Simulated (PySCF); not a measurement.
# HI⁻: frontier orbitals

B2PLYP at R = 2.438 Å; basis H def2-SVPD, I def2-SVPD with ECP28; scalar-relativistic core potentials; PySCF 2.14. State: ²Σ⁺ (doublet), unpaired electrons σ ↑. Only the outer orbitals are listed, counted within each symmetry, core potentials removing the inner ones.

```csv
spin,orbital,occ.,ε (eV),on H (%),main shells (%)
α,4σ,1,-14.29,1,99 I s
α,5σ,1,-5.14,66,"66 H s, 32 I p"
α,3π,1,-2.37,0,100 I p
α,3π,1,-2.37,0,100 I p
α,6σ,1,-1.27,29,"64 I p, 23 H s"
α,7σ,0,5.46,-1,"92 I p, 9 I s"
α,4π,0,5.54,-1,101 I p
α,4π,0,5.54,-1,101 I p
β,4σ,1,-13.92,1,99 I s
β,5σ,1,-2.64,15,"84 I p, 14 H s"
β,3π,1,-2.26,0,100 I p
β,3π,1,-2.26,0,100 I p
β,6σ,0,4.42,38,"31 I s, 28 H s, 18 I p"
β,7σ,0,5.53,-1,"87 I p, 14 I s"
β,4π,0,5.56,-1,101 I p
```

**Question.** Which are the highest filled and the lowest empty level, where do they sit, and how wide is the gap?

**Answer.** Highest filled α 6σ at -1.27 eV (in %: 64 I p, 23 H s); lowest empty β 6σ at 4.42 eV (in %: 31 I s, 28 H s, 18 I p); the gap at B2PLYP is 5.69 eV. An empty level above zero is unbound, and its energy depends on the basis.

The bond order (Mayer) is 0.44. The ⟨S²⟩ is 0.760, the charge on H (Mulliken, basis-dependent) is -0.12 and the charge on H (Löwdin, basis-dependent) is -0.24. The dipole moment (positive dipole points towards I; it is taken about the centre of mass and depends on that origin) is 1.81 D.

Shares are Mulliken populations and can fall outside 0 to 100 %.

Correlated steps freeze 4 core orbitals. Spin–orbit coupling is left out. B2PLYP dipoles, levels and charges come from its SCF part alone. The state is the lowest determinant that a PBE0 search found; another state may lie lower at other levels.
